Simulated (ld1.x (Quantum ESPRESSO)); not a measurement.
Before and after: PAW potential for Cl

Cl (Z = 17), PAW, made with ld1.x (Quantum ESPRESSO) 7.5 (BP86, scalar-relativistic). Core [Ne], reference 3s2 3p5. Waves: 3s (bound): rcut 1.00, rcutus 1.25 bohr; 3s channel at 3.1 Ry: rcut 1.00, rcutus 1.25 bohr; 3p (bound): rcut 0.90, rcutus 1.15 bohr; 3p channel at -0.1 Ry: rcut 0.90, rcutus 1.15 bohr; 3d channel at 0.05 Ry: rcut 0.95, rcutus 1.20 bohr; 3d channel at 2.55 Ry: rcut 0.95, rcutus 1.20 bohr. Local part: all-electron potential smoothed inside 1.05 bohr (lloc = -1). Core correction: Bessel-smoothed model core inside 0.80 bohr. Augmentation charge: PSQ, radius 0.95 bohr.

Change: type RRKJ; waves now 3p (bound): rc 1.15 bohr; 3d channel at 0.05 Ry: rc 1.20 bohr; 3s (bound): rc 1.25 bohr; local potential the s channel; rho0 0.02.

Cutoffs: the cutoffs (Ry, on a coarse ladder) from which the occupation-weighted sum of valence levels, in a spherical-Bessel basis at the reference potential, stays within 10 and 1 mRy of its value at 400 Ry; they do not see the model core or the augmentation charge, which bear on the density cutoff. Errors are all-electron minus pseudo energies relative to the spin-unpolarised reference configuration.

How do hardness, ghosts and transferability respond?

The potential gets harder (30 Ry and 60 Ry → 60 Ry and 80 Ry); of the 7 tests that both files solve, the error grows in 5 and shrinks in 0 by more than 15 % and 0.3 meV (median size 2.6 → 6.0 meV); neither file shows a bound ghost. Several settings change at once here, so the effects cannot be laid on one of them.

```csv
quantity,base,changed
"cutoff, loose",30 Ry,60 Ry
"cutoff, tight",60 Ry,80 Ry
loose cutoff by channel (10 mRy a level),"s 21 Ry, p 12 Ry","p 12 Ry, s 30 Ry"
bound ghosts,none,none
"error for 3s2 3p4, meV [ΔE 13.96 eV]",-1.7,+3.1
"error for 3s2 3p3, meV [ΔE 39.50 eV]",-8.3,+23
"error for 3s2 3p2, meV [ΔE 77.90 eV]",-29,+77
"error for 3s1 3p6, meV [ΔE 12.16 eV]",-0.7,+0.4
"error for 3s2 3p1, meV [ΔE 130.25 eV]",-85,+185
"error for 3s1 3p5, meV [ΔE 26.68 eV]",-2.6,+6.0
"error for 3s2 3p5.3, meV [ΔE -2.17 eV]",+0.3,+0.4
s: phases at 1.35 bohr within 0.05 rad from the reference energy up to (Ry; the scan ends near 5),to the end of the scan,to the end of the scan
p: phases at 1.35 bohr within 0.05 rad from the reference energy up to (Ry; the scan ends near 5),4.5,to the end of the scan
d: phases at 1.35 bohr within 0.05 rad from the reference energy up to (Ry; the scan ends near 5),to the end of the scan,to the end of the scan
```
